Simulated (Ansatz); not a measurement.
```yaml
crystal:
  periodic: [false, false, false]
  atoms:
    - {symbol: N, position_ang: [1.688058, -1.471152, 3.115811]}
    - {symbol: C, position_ang: [1.173252, -1.004700, 2.035385]}
    - {symbol: C, position_ang: [0.263813, -0.398331, 0.873637]}
    - {symbol: C, position_ang: [0.193834, 0.982931, 0.616340]}
    - {symbol: C, position_ang: [-0.264470, 1.188115, -0.570387]}
    - {symbol: C, position_ang: [-1.184579, 0.615701, -1.316629]}
    - {symbol: C, position_ang: [-0.655858, -1.021730, -0.809589]}
    - {symbol: N, position_ang: [0.005639, -1.262646, -0.069938]}
    - {symbol: H, position_ang: [0.868460, 1.609166, 1.357212]}
    - {symbol: H, position_ang: [-0.642402, 2.260743, -0.641777]}
    - {symbol: H, position_ang: [-1.514921, 0.269587, -2.372810]}
    - {symbol: H, position_ang: [-0.982736, -2.003668, -1.694183]}
basis:
  gaussian: {orbitals: cc-pVTZ-DK, final_grid: {core_spheres: 1, valence_spheres: 1, degree: 3}}
hamiltonian: {xc: {name: r2SCAN}}
accuracy: high
output: {forces: true}
```

```sh
$ ansatz run in.yaml --threads 2 --pin off --events-out ev --progress --plain --max-ram 22528MiB --backend cuda --devices 0, --max-vram 18GiB
```

It prints (some lines left out):

```
Functional definition: r2SCAN
5285 factors; integrals over basis functions are off by at most 1.8e-8 eV
mean field evaluation 1: about -9242.7351 eV, gradient 8.5e1 eV
mean field evaluation 2: about -9211.9316 eV, gradient 1.4e2 eV
mean field evaluation 4: about -9255.8527 eV, gradient 2.5e1 eV
mean field evaluation 8: about -9257.3317 eV, gradient 8.7e-1 eV
mean field evaluation 32: about -9727.7887 eV, gradient 1.0e-4 eV
mean field -9727.78868604 eV, -357.4896404800 hartree, gradient 3.0e-8 eV, S^2 0.000000; 0 other end points of the search recorded, 0 dependent functions left out
reference -9727.78868824 eV, -357.4896405609 hartree; 27, 27 occupied and 269, 269 virtual orbitals, 5285 factors
Total energy: -9727.78868824 eV, -357.4896405609 hartree
Relativity: scalar
Atom 0 at     1.688058    -1.471152     3.115811 Å, force   -21.314635   106.929036  -215.212792 eV/Å
Atom 1 at     1.173252    -1.004700     2.035385 Å, force  -150.806337     5.706292   143.653796 eV/Å
Atom 2 at     0.263813    -0.398331     0.873637 Å, force   298.910660    15.377009   -56.251402 eV/Å
Atom 3 at     0.193834     0.982931     0.616340 Å, force    71.556954  -199.083083  -101.194958 eV/Å
Atom 4 at    -0.264470     1.188115    -0.570387 Å, force  -205.503857   113.502967   170.281095 eV/Å
Atom 5 at    -1.184579     0.615701    -1.316629 Å, force   180.275913     3.502040   -67.635821 eV/Å
Atom 6 at    -0.655858    -1.021730    -0.809589 Å, force  -124.590449   111.666472  -184.818259 eV/Å
Atom 7 at     0.005639    -1.262646    -0.069938 Å, force   -20.211086   -62.362444   287.319574 eV/Å
Atom 8 at     0.868460     1.609166     1.357212 Å, force    -6.438068   -25.119426     6.569409 eV/Å
Atom 9 at    -0.642402     2.260743    -0.641777 Å, force   -23.447971   -67.522168    10.531004 eV/Å
Atom 10 at    -1.514921     0.269587    -2.372810 Å, force    -4.393236   -15.541356     0.673113 eV/Å
Atom 11 at    -0.982736    -2.003668    -1.694183 Å, force     5.962113    12.944661     6.085242 eV/Å
Dipole moment:     1.785247    -0.220330    -1.814791 e Å
```

(1) Something in this input is off. What?

Answers

(1) The integration grid is far too coarse. The run converged. The result belongs to that input, not to the molecule as meant.
